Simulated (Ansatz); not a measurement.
```xyz
6

F     0.672   -0.255    1.145
B     0.012   -0.004    0.020
S    -1.708    0.542    0.068
S     0.820   -0.206   -1.582
H    -1.790    0.521    1.409
H     1.994   -0.598   -1.060
```

The species carries charge 0 and has multiplicity 1.

(1) List the CAM-B3LYP/def2-TZVPP orbital energies in eV (Ansatz 0.2.0). (An estimate is asked.)

Results:

(1) Ansatz gave: Occupied: -2420.17, -2420.17, -674.26, -218.25, -218.25, -188.43, -162.83, -162.83, -162.73, -162.73, -162.65, -162.65, -35.71, -23.27, -22.46, -17.35, -15.22, -15.12, -15.03, -12.76, -11.79, -10.84, -10.22, -8.97. Lowest empty: 0.81, 0.92, 1.88, 2.07, 3.01, 3.69, 3.80, 4.39.
